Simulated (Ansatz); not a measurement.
Compare A (`CC/C=C/[SiH3]`) with its isomer B (`C[Si]1(C)CC1`).

Program: Ansatz. Geometries: PBE0-D4/def2-TZVP. ΔE: electronic, gas phase. CBS: MP2 limit from def2 TZ/QZ plus the TZ coupled-cluster correction, frozen cores. DFT in def2-TZVPP. B3LYP here is the variant with VWN-RPA as its local correlation; programs differ in this. One conformer a species, not always the lowest.

A:

```xyz
15

C     1.640   -1.678   -0.580
C     0.202   -1.249   -0.852
C    -0.076    0.133   -0.361
C    -0.994    0.470    0.545
Si   -1.262    2.214    1.113
H     1.833   -2.676   -0.980
H     2.351   -0.989   -1.043
H     1.845   -1.696    0.492
H    -0.499   -1.950   -0.390
H     0.019   -1.283   -1.933
H     0.555    0.913   -0.791
H    -1.610   -0.326    0.964
H    -2.651    2.670    0.829
H    -0.305    3.106    0.405
H    -1.050    2.342    2.582
```

B:

```xyz
15

C     1.2752    0.3646    1.4293
Si    0.0553    0.1362    0.0389
C    -0.4364    1.7062   -0.8367
C    -1.1396   -1.2635    0.1127
C     0.0390   -1.4540   -0.8903
H     0.8719    1.0213    2.2042
H     1.5095   -0.5982    1.8882
H     2.2079    0.8047    1.0675
H     0.4318    2.1977   -1.2831
H    -0.9050    2.4127   -0.1469
H    -1.1495    1.4868   -1.6340
H    -2.1252   -1.1666   -0.3330
H    -1.1439   -1.9356    0.9658
H     0.7451   -2.2408   -0.6419
H    -0.2361   -1.4716   -1.9407
```

(1) Which isomer does CCSD(T)/CBS put lower? Give the gap. (An estimate is asked.)

(2) Give E(B) − E(A) in kJ/mol with HF/def2-TZVPP, PBE0-D4, PBE-D4, B3LYP-D4, ωB97M-V, CCSD/def2-TZVPP, CCSD(T)/def2-TZVPP. (Estimate.)

Largest T1 diagnostic: 0.011.

Results:

(1) Ansatz gave: B, by 37.9 kJ/mol.

(2) The calculation gave: HF/def2-TZVPP 1.2, PBE0-D4 -55.3, PBE-D4 -52.8, B3LYP-D4 -30.9, ωB97M-V -49.1, CCSD/def2-TZVPP -32.6, CCSD(T)/def2-TZVPP -34.6. The order is the other way round with HF/def2-TZVPP.

In def2-TZVPP, CCSD(T) changes the Hartree–Fock value by −35.8 kJ/mol (the triples alone add −2.0 kJ/mol) and MP2 by −49.3 kJ/mol.
